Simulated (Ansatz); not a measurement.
Mulliken charges of ClH₂InOS, SMILES `[OH][In]([SH])[Cl]` from r2SCAN/def2-TZVPP in Ansatz (PBE0-D4/def2-TZVP geometry).

```json
{"atom": "O1", "x (Å)": "-0.638", "y (Å)": "1.635", "z (Å)": "-0.297", "charge (e)": "-0.494"}
{"atom": "In2", "x (Å)": "-0.421", "y (Å)": "-0.321", "z (Å)": "-0.368", "charge (e)": "0.878"}
{"atom": "S3", "x (Å)": "1.252", "y (Å)": "-1.567", "z (Å)": "0.746", "charge (e)": "-0.322"}
{"atom": "Cl4", "x (Å)": "-1.978", "y (Å)": "-1.407", "z (Å)": "-1.674", "charge (e)": "-0.366"}
{"atom": "H5", "x (Å)": "0.021", "y (Å)": "2.069", "z (Å)": "0.250", "charge (e)": "0.189"}
{"atom": "H6", "x (Å)": "1.806", "y (Å)": "-0.472", "z (Å)": "1.296", "charge (e)": "0.114"}
```

Task: By hand: the dipole of these point charges (1 e Å = 4.8032 D).

Result: Σ q r = (0.476, 0.267, 0.391) e Å, of length 0.671 e Å = 3.22 D.

Task: How does the dipole of the full density compare? (Estimate.)

Result: Ansatz gave: (0.473, 0.229, 0.383) e Å, 3.12 D; the point charges give 1.03 times that, at 3° from its direction.

Point charges leave out the atoms' own dipoles, such as those of lone pairs, and Mulliken's split depends on the basis, so the close match here is no proof of good charges.
